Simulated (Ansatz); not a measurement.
Ansatz (an electronic-structure program) input (B3LYP-D3(BJ)/def2-TZVP):

Ansatz 0.2 input:
```yaml
crystal:
  periodic: [false, false, false]
  atoms:
    - {symbol: C, position_ang: [-1.20748795, -0.05475739, -0.02997572]}
    - {symbol: Si, position_ang: [0.58530938, 0.02654272, 0.01453023]}
    - {symbol: H, position_ang: [-1.82230395, 0.83895675, -0.07707614]}
    - {symbol: H, position_ang: [-1.74051796, -1.00052426, -0.01137043]}
    - {symbol: H, position_ang: [1.36330731, -1.21371511, 0.07790906]}
    - {symbol: H, position_ang: [1.25011096, 1.33222888, -0.01303131]}
basis:
  gaussian:
    orbitals: def2-TZVP
hamiltonian:
  xc: b3lyp
  dispersion: d3bj
total_charge: 1
magnetization: {spin_polarized: true, initial_magnetization: 1}
phonons: {temperatures: {t_min: 298.15, t_max: 298.15, t_step: 100}}
```

Output:

```
Functional definition: B3LYP
integrals: 0.02 GiB planned
617 factors; their error is unknown
mean field: 0.27 GiB planned
mean field evaluation 1: about -8943.6271 eV, gradient 6.5e1 eV
mean field evaluation 2: about -8805.2586 eV, gradient 1.1e2 eV
mean field evaluation 4: about -8970.6051 eV, gradient 5.6e0 eV
mean field evaluation 8: about -8970.8220 eV, gradient 2.0e-1 eV
mean field evaluation 16: about -8970.8222 eV, gradient 8.1e-6 eV
mean field evaluation 32: about -8966.6475 eV, gradient 1.2e0 eV
mean field -8970.82221262 eV, -329.6716356719 hartree, gradient 8.1e-6 eV, S^2 0.752419; 2 other end points of the search recorded, 0 dependent functions left out
the calculation of the forces begins
reference -8970.82243591 eV, -329.6716438778 hartree; 12, 11 occupied and 80, 81 virtual orbitals, 617 factors
these checks for a lower state are left out or cut short: stability, starts, cluster_reference, orbital_swaps, neighbouring_geometries, increment
integrals: 0.02 GiB planned
617 factors; their error is unknown
mean field: 0.27 GiB planned
mean field -8970.82208596 eV, -329.6716310174 hartree, gradient 2.6e-6 eV, S^2 0.752420; 0 other end points of the search recorded, 0 dependent functions left out
the calculation of the forces begins
reference -8970.82230927 eV, -329.6716392239 hartree; 12, 11 occupied and 80, 81 virtual orbitals, 617 factors
these checks for a lower state are left out or cut short: stability, starts, cluster_reference, orbital_swaps, neighbouring_geometries, increment
integrals: 0.02 GiB planned
617 factors; their error is unknown
mean field: 0.27 GiB planned
mean field -8970.82211018 eV, -329.6716319075 hartree, gradient 2.7e-6 eV, S^2 0.752418; 0 other end points of the search recorded, 0 dependent functions left out
the calculation of the forces begins
reference -8970.82233346 eV, -329.6716401128 hartree; 12, 11 occupied and 80, 81 virtual orbitals, 617 factors
these checks for a lower state are left out or cut short: stability, starts, cluster_reference, orbital_swaps, neighbouring_geometries, increment
integrals: 0.02 GiB planned
617 factors; their error is unknown
mean field: 0.27 GiB planned
mean field -8970.82214488 eV, -329.6716331828 hartree, gradient 1.2e-6 eV, S^2 0.752419; 0 other end points of the search recorded, 0 dependent functions left out
the calculation of the forces begins
reference -8970.82236818 eV, -329.6716413888 hartree; 12, 11 occupied and 80, 81 virtual orbitals, 617 factors
these checks for a lower state are left out or cut short: stability, starts, cluster_reference, orbital_swaps, neighbouring_geometries, increment
integrals: 0.02 GiB planned
617 factors; their error is unknown
mean field: 0.27 GiB planned
mean field -8970.82211427 eV, -329.6716320577 hartree, gradient 1.3e-6 eV, S^2 0.752419; 0 other end points of the search recorded, 0 dependent functions left out
the calculation of the forces begins
reference -8970.82233756 eV, -329.6716402634 hartree; 12, 11 occupied and 80, 81 virtual orbitals, 617 factors
these checks for a lower state are left out or cut short: stability, starts, cluster_reference, orbital_swaps, neighbouring_geometries, increment
integrals: 0.02 GiB planned
617 factors; their error is unknown
mean field: 0.27 GiB planned
mean field evaluation 64: about -8970.8221 eV, gradient 3.0e-4 eV
mean field -8970.82213948 eV, -329.6716329844 hartree, gradient 1.9e-6 eV, S^2 0.752422; 0 other end points of the search recorded, 0 dependent functions left out
the calculation of the forces begins
reference -8970.82236281 eV, -329.6716411916 hartree; 12, 11 occupied and 80, 81 virtual orbitals, 617 factors
these checks for a lower state are left out or cut short: stability, starts, cluster_reference, orbital_swaps, neighbouring_geometries, increment
integrals: 0.02 GiB planned
617 factors; their error is unknown
mean field: 0.27 GiB planned
mean field -8970.82212987 eV, -329.6716326311 hartree, gradient 1.9e-6 eV, S^2 0.752416; 0 other end points of the search recorded, 0 dependent functions left out
the calculation of the forces begins
reference -8970.82235312 eV, -329.6716408355 hartree; 12, 11 occupied and 80, 81 virtual orbitals, 617 factors
these checks for a lower state are left out or cut short: stability, starts, cluster_reference, orbital_swaps, neighbouring_geometries, increment
integrals: 0.02 GiB planned
617 factors; their error is unknown
mean field: 0.27 GiB planned
mean field -8970.82217713 eV, -329.6716343678 hartree, gradient 1.8e-6 eV, S^2 0.752417; 0 other end points of the search recorded, 0 dependent functions left out
the calculation of the forces begins
reference -8970.82240040 eV, -329.6716425728 hartree; 12, 11 occupied and 80, 81 virtual orbitals, 617 factors
these checks for a lower state are left out or cut short: stability, starts, cluster_reference, orbital_swaps, neighbouring_geometries, increment
integrals: 0.02 GiB planned
617 factors; their error is unknown
mean field: 0.27 GiB planned
mean field -8970.82220148 eV, -329.6716352629 hartree, gradient 2.1e-6 eV, S^2 0.752421; 0 other end points of the search recorded, 0 dependent functions left out
the calculation of the forces begins
reference -8970.82242480 eV, -329.6716434696 hartree; 12, 11 occupied and 80, 81 virtual orbitals, 617 factors
these checks for a lower state are left out or cut short: stability, starts, cluster_reference, orbital_swaps, neighbouring_geometries, increment
integrals: 0.02 GiB planned
617 factors; their error is unknown
mean field: 0.27 GiB planned
mean field -8970.82216072 eV, -329.6716337648 hartree, gradient 1.3e-6 eV, S^2 0.752418; 0 other end points of the search recorded, 0 dependent functions left out
the calculation of the forces begins
reference -8970.82238399 eV, -329.6716419699 hartree; 12, 11 occupied and 80, 81 virtual orbitals, 617 factors
these checks for a lower state are left out or cut short: stability, starts, cluster_reference, orbital_swaps, neighbouring_geometries, increment
integrals: 0.02 GiB planned
617 factors; their error is unknown
mean field: 0.27 GiB planned
mean field evaluation 96: about -8970.8222 eV, gradient 9.0e-6 eV
mean field -8970.82217311 eV, -329.6716342202 hartree, gradient 1.1e-6 eV, S^2 0.752420; 0 other end points of the search recorded, 0 dependent functions left out
the calculation of the forces begins
reference -8970.82239643 eV, -329.6716424268 hartree; 12, 11 occupied and 80, 81 virtual orbitals, 617 factors
these checks for a lower state are left out or cut short: stability, starts, cluster_reference, orbital_swaps, neighbouring_geometries, increment
integrals: 0.02 GiB planned
617 factors; their error is unknown
mean field: 0.27 GiB planned
mean field -8970.82221086 eV, -329.6716356075 hartree, gradient 2.1e-6 eV, S^2 0.752420; 0 other end points of the search recorded, 0 dependent functions left out
the calculation of the forces begins
reference -8970.82243417 eV, -329.6716438138 hartree; 12, 11 occupied and 80, 81 virtual orbitals, 617 factors
these checks for a lower state are left out or cut short: stability, starts, cluster_reference, orbital_swaps, neighbouring_geometries, increment
integrals: 0.02 GiB planned
617 factors; their error is unknown
mean field: 0.27 GiB planned
mean field -8970.82219010 eV, -329.6716348445 hartree, gradient 2.0e-6 eV, S^2 0.752418; 0 other end points of the search recorded, 0 dependent functions left out
the calculation of the forces begins
reference -8970.82241338 eV, -329.6716430500 hartree; 12, 11 occupied and 80, 81 virtual orbitals, 617 factors
Total energy: -8970.98275233 eV, -329.6775353977 hartree
Atom 0 at    -1.207488    -0.054757    -0.029976 Å, force     0.000267     0.000012     0.000007 eV/Å
Atom 1 at     0.585309     0.026543     0.014530 Å, force    -0.000148    -0.000007    -0.000004 eV/Å
Atom 2 at    -1.822304     0.838957    -0.077076 Å, force    -0.000172     0.000275    -0.000014 eV/Å
Atom 3 at    -1.740518    -1.000524    -0.011370 Å, force    -0.000147    -0.000289     0.000006 eV/Å
Atom 4 at     1.363307    -1.213715     0.077909 Å, force     0.000106    -0.000125     0.000007 eV/Å
Atom 5 at     1.250111     1.332229    -0.013031 Å, force     0.000094     0.000134    -0.000002 eV/Å
Dipole moment:     0.039114     0.001774     0.000971 e Å
Vibrations: 348.65 510.56 642.49 807.58 843.13 858.79 951.20 1404.55 2307.09 2359.26 3126.82 3228.12 cm⁻¹, zero-point energy 1.077933 eV
```
